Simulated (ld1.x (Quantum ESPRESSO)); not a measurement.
# What one change does to a pseudopotential (sulfur, TM)

* Element: sulfur
* Generator: ld1.x (Quantum ESPRESSO) 7.5
* Type: norm-conserving Troullier–Martins (Kleinman–Bylander form)
* Functional: BP86
* Relativity: non-relativistic
* Frozen core: [Ne]
* Valence charge: 6
* Reference configuration: 3s2 3p3 (charge +1)
* Partial waves: 3s (bound): rc 1.05 bohr; 3p (bound): rc 1.50 bohr; 3d channel at 0.4 Ry: rc 1.20 bohr
* Local potential: the d channel
* Core correction: Bessel-smoothed model core inside 0.95 bohr

Change: all radii but the core radius scaled by about 1.30 (s 1.36, p 1.96, d 1.56 bohr).

Cutoffs: the cutoffs (Ry, on a coarse ladder) from which the occupation-weighted sum of valence levels, in a spherical-Bessel basis at the reference potential, stays within 10 and 1 mRy of its value at 400 Ry; they do not see the model core or the augmentation charge, which bear on the density cutoff. Errors are all-electron minus pseudo energies relative to the spin-unpolarised reference configuration.

Task: How do hardness, ghosts and transferability respond?

Result: The potential gets softer (70 Ry and 200 Ry → 30 Ry and 60 Ry); the bound ghost in s disappears; the number of tests that count goes from 6 to 7; of the 6 tests that both files solve, the error grows in 1 and shrinks in 5 by more than 15 % and 0.3 meV (median size 9.9 → 3.4 meV). A larger radius leaves more room for a smooth pseudo-wave, so fewer plane waves are needed.

```tsv
quantity	base	changed
cutoff, loose	70 Ry	30 Ry
cutoff, tight	200 Ry	60 Ry
loose cutoff by channel (10 mRy a level)	s 50 Ry, p 10 Ry	s 21 Ry, p 10 Ry
bound ghosts	s	none
tests counted (converged, no solver errors)	6 of 7	7 of 7
error for 3s2 3p4, meV [ΔE -11.87 eV]	+15	+4.9
error for 3s2 3p2, meV [ΔE 22.39 eV]	+46	+12
error for 3s2 3p1, meV [ΔE 56.54 eV]	+287	+63
error for 3s1 3p4, meV [ΔE 10.75 eV]	+2.1	+1.5
error for 3s1 3p5, meV [ΔE -1.69 eV]	-1.4	+2.0
error for 3s2 3p3.5, meV [ΔE -7.16 eV]	+5.1	+1.6
```

Base: Tests not counted: 3s2 3p0 (solver errors, printed error -13.3 eV). A true bound ghost makes a file unfit for plane-wave use even where its test errors are small: the radial tests pick states by their node count and pass the ghost by. Where a test does run into it, the solver fails or the error is huge.
